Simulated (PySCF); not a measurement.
Isomers of C5H6ClFO. Level of theory: PBE0-D3(BJ)/def2-SVP geometry optimisation, gas phase in PySCF 2.14.0. Energies are electronic, without zero-point or thermal terms, for one conformer each. No frequencies were run at this level. Point groups hold within 0.08 Å.

Task: Rank from lowest to highest electronic energy at this level (kcal/mol).
A. `[CH3:1][CH2:2]/[CH:3]=[C:4](/[F:5])[C:6](=[O:7])[Cl:8]` with C1–C2–C3–C4 -124°, C3–C4–C6–O7 0°
B. `[CH3:1][O:2][C@@H:3]1[CH2:4]/[C:5]1=[C:6](\[F:7])[Cl:8]` with C1–O2–C3–C4 147°
C. `[CH3:1]/[C:2]([F:3])=[C:4](/[CH3:5])[C:6](=[O:7])[Cl:8]` with C2–C4–C6–O7 1°

Result: C (0.0), A (10.6), B (57.3).

As drawn, the lowest has a C=O bond, which the highest lacks; the highest has a three-membered ring, which the lowest lacks.

```
               SMILES      E (Eh)  E rel (kcal/mol)  dipole (D)  point group       A, B, C (MHz)
  C/C(F)=C(/C)C(=O)Cl  -828.44382               0.0        2.30      near Cs   3022, 1134, 833.3
    CC/C=C(/F)C(=O)Cl  -828.42697              10.6        2.93           C1  3383, 936.1, 766.3
CO[C@@H]1C/C1=C(\F)Cl  -828.35243              57.3        1.22           C1   2449, 1211, 860.7
```
